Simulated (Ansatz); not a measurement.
Reaction (redistribution): `C=C[Se][GeH3]` + `C=C[CH2][GaH][Cl]` → `C=CC[Se]C=C` + `[Cl][GaH][GeH3]`

Computed with Ansatz on PBE0-D4/def2-TZVP structures; ΔE is electronic, products minus reactants. CBS: MP2 limit from def2 TZ/QZ plus the TZ coupled-cluster correction, frozen cores. DFT in def2-TZVPP. For Ga, Ge, Se outer-core shells are correlated without core-valence functions, which leaves a few kJ/mol of doubt a bond. Scalar relativity is left out up to krypton. Each species was taken in one conformer, which may not be the lowest.

| level | ΔE (kJ/mol) |
| --- | --- |
| PBE-D4 | 38.5 |
| r2SCAN-D4 | 44.6 |
| HF/def2-TZVPP | 54.1 |
| MP2/def2-TZVPP | 49.4 |
| CCSD/def2-TZVPP | 44.7 |
| CCSD(T)/def2-TZVPP | 43.9 |
| SCS-MP2/def2-QZVPP | 49.5 |
| HF/CBS(def2) | 53.5 |

What does CCSD(T)/CBS give? (Best estimate.)

The calculation gave: +46.5 kJ/mol. The listed levels differ from it by -8.0, -1.9, 7.6, 2.9, -1.8, -2.6, 3.0, 7.0 kJ/mol.

Largest T1 diagnostic among the species: 0.012.

In def2-TZVPP, CCSD(T) changes the Hartree–Fock value by −10.2 kJ/mol (the triples alone add −0.9 kJ/mol) and MP2 by −4.7 kJ/mol. From PBE to PBE0 (25 % exact exchange), in def2-TZVPP and without D4, ΔE moves by +4.4 kJ/mol.
